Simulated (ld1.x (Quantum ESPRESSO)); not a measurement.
## An all-electron radial function and its pseudo partner (potassium)

Columns: radius, all-electron u(r) and pseudo u(r) of the 3d shell (level -0.63 eV) of potassium in the configuration [Ne] 3s2 3p6 3d1 4s0 4p0; PBE, scalar-relativistic, TM semilocal scheme, ld1.x (Quantum ESPRESSO) 7.5.

| r (bohr) | all-electron | pseudo |
| --- | --- | --- |
| 0.210 | 0.0216 | 0.0013 |
| 0.420 | 0.0738 | 0.0097 |
| 0.630 | 0.1242 | 0.0301 |
| 0.840 | 0.1636 | 0.0639 |
| 1.050 | 0.1911 | 0.1079 |
| 1.260 | 0.2089 | 0.1559 |
| 1.470 | 0.2201 | 0.2009 |
| 1.680 | 0.2272 | 0.2367 |
| 1.890 | 0.2320 | 0.2605 |
| 2.100 | 0.2356 | 0.2724 |
| 2.310 | 0.2385 | 0.2749 |
| 2.520 | 0.2413 | 0.2716 |
| 2.730 | 0.2441 | 0.2661 |
| 2.940 | 0.2469 | 0.2607 |
| 3.150 | 0.2498 | 0.2570 |
| 3.360 | 0.2526 | 0.2557 |
| 3.570 | 0.2554 | 0.2563 |
| 3.780 | 0.2580 | 0.2582 |
| 3.990 | 0.2606 | 0.2606 |
| 4.200 | 0.2631 | 0.2631 |
| 4.410 | 0.2658 | 0.2658 |
| 4.620 | 0.2689 | 0.2689 |
| 4.830 | 0.2724 | 0.2724 |
| 5.040 | 0.2763 | 0.2763 |
| 5.250 | 0.2802 | 0.2802 |
| 5.460 | 0.2839 | 0.2839 |

Q: How many radial nodes do the two functions have?

A: The all-electron 3d function has n − l − 1 = 0; the pseudo-wave has 0.

Q: At about which radius was the pseudo-wave matched?

A: 4.20 bohr. The columns agree to 0.0005 from 3.78 bohr on; several derivatives are matched, so the curves merge somewhat inside the radius.

Q: Is the pseudo-wave norm-conserving?

A: Yes: the TM semilocal scheme keeps the norm inside the radius equal to the all-electron one, which fixes the energy derivative of the logarithmic derivative at the level.
